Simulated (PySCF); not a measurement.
## Frontier orbitals and the lowest excitations

Species: C6H13FGe.
SMILES with atom numbers: `[CH3:1][C@@H:2]1[CH2:3][GeH2:4][CH2:5][C@@H:6]([F:7])[CH2:8]1` (hydrogens: H9, H10, H11 on C1; H12 on C2; H13, H14 on C3; H15, H16 on Ge4; H17, H18 on C5; H19 on C6; H20, H21 on C8)

Cartesian coordinates in Å at the PBE0-D3(BJ)/def2-SVP level; atoms count from 1:
```
atom  x, y, z in Å
C1     2.6180    0.3850   -0.6176
C2     1.1708    0.2926   -0.1464
C3     0.6289   -1.1313   -0.3221
Ge4   -1.2385   -1.2725    0.2547
C5    -2.0267    0.3540   -0.5146
C6    -1.0920    1.5316   -0.2979
F7    -0.9882    1.7619    1.0695
C8     0.3150    1.3508   -0.8539
H9     2.6943    0.1693   -1.6963
H10    3.0360    1.3897   -0.4460
H11    3.2543   -0.3403   -0.0887
H12    1.1483    0.5410    0.9295
H13    0.6749   -1.4177   -1.3882
H14    1.2575   -1.8531    0.2233
H15   -1.9226   -2.5351   -0.3094
H16   -1.3521   -1.2867    1.7901
H17   -3.0158    0.5761   -0.0872
H18   -2.1648    0.1920   -1.5952
H19   -1.5336    2.4466   -0.7322
H20    0.2412    1.1201   -1.9318
H21    0.8303    2.3219   -0.7794
```

Theory: TDDFT CAM-B3LYP/def2-SVPD, vertical, gas phase, core orbitals frozen in the response (PySCF 2.14.0, density-fitted response routines). Relativistic effects, spin–orbit coupling among them, are left out although an element past zinc is present.

Kohn–Sham orbitals with the atoms that hold most of them (Löwdin shares over 4%, at most four atoms; ? is withheld):

```
orbital  ε (eV)                              atoms
 LUMO+2    1.61    Ge4 26%, H16 10%, H15 8%, C1 8%
 LUMO+1    1.50    Ge4 17%, C5 12%, H18 8%, H17 8%
   LUMO       ?     Ge4 27%, H15 6%, C5 6%, H18 5%
   HOMO   -9.16                                  ?
 HOMO-1   -9.71                                  ?
 HOMO-2  -10.27  Ge4 28%, H16 19%, H15 15%, C3 10%
 HOMO-3  -10.61    C2 22%, H12 12%, C8 11%, C1 10%
```

Q: Which atoms hold the HOMO-1, and with what shares?

A: Ge4 (bonded to 2 C and 2 H) 20%; C3 (bonded to C, Ge and 2 H) 14%; C5 (bonded to C, Ge and 2 H) 13%; C6 (bonded to 2 C, F and H) 9%. By element: carbon 35% or more, germanium 20%.

Q: Give the leading atoms of the HOMO.

A: C3 (bonded to C, Ge and 2 H) 22%; Ge4 (bonded to 2 C and 2 H) 18%; C5 (bonded to C, Ge and 2 H) 18%; C2 (bonded to 3 C and H) 6%. By element: carbon 46% or more, germanium 18%.

Q: What is the LUMO energy, and the HOMO–LUMO gap?

A: ε(LUMO) = 1.10 eV; the gap is 10.26 eV (0.3770 hartree).

Q: How does S1 compare with the orbital gap of 10.26 eV?

A: S1 is at 7.47 eV (f = 0.013), 2.79 eV below the gap, made of HOMO→LUMO (89%). Without the coupling terms of the response equations the lowest excitation would equal the gap.

Q: Give energy, strength and leading configuration of S1 and S2, and follow the Löwdin shares of the leading atoms from the occupied to the empty orbital.

A: 
- S1 (7.47 eV, f 0.013), HOMO→LUMO (89%): C3 22% → at most 6%, Ge4 18% → 27%, H15 at most 6% → 6%
- S2 (7.79 eV, f 0.018), HOMO→LUMO+1 (77%): C3 22% → at most 8%, Ge4 18% → 17%, C5 18% → 12%

One conformer stands for the species.
